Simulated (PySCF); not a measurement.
## Radial density of Os⁴⁶⁺ (osmium, charge +46)

UHF, [Ar] 3d10 4s2, closed-shell 1S. Calculation: PySCF 2.14, in an even-tempered Gaussian basis (17 s from 5.6 bohr⁻², ratio 2.5; 11 p from 7.3 bohr⁻², ratio 2.5; 8 d from 13 bohr⁻², ratio 2.5; 4 f from 33 bohr⁻², ratio 2.7; 4 g from 50 bohr⁻², ratio 2.7); no relativity, point nucleus.

| r (bohr) | 4πr²ρ (e/bohr) |
| --- | --- |
| 0.000355 | 0.4731 |
| 0.000597 | 1.290 |
| 0.00100 | 3.431 |
| 0.00169 | 8.748 |
| 0.00284 | 20.78 |
| 0.00478 | 43.84 |
| 0.00804 | 76.02 |
| 0.0135 | 97.08 |
| 0.0227 | 89.34 |
| 0.0382 | 102.9 |
| 0.0643 | 132.6 |
| 0.108 | 101.2 |
| 0.182 | 108.7 |
| 0.306 | 25.76 |
| 0.515 | 4.653 |
| 0.866 | 0.06318 |

A non-relativistic calculation at this Z misses sizeable relativistic shifts. Spin-orbit coupling, which splits the p, d and f shells strongly at this Z, is absent.
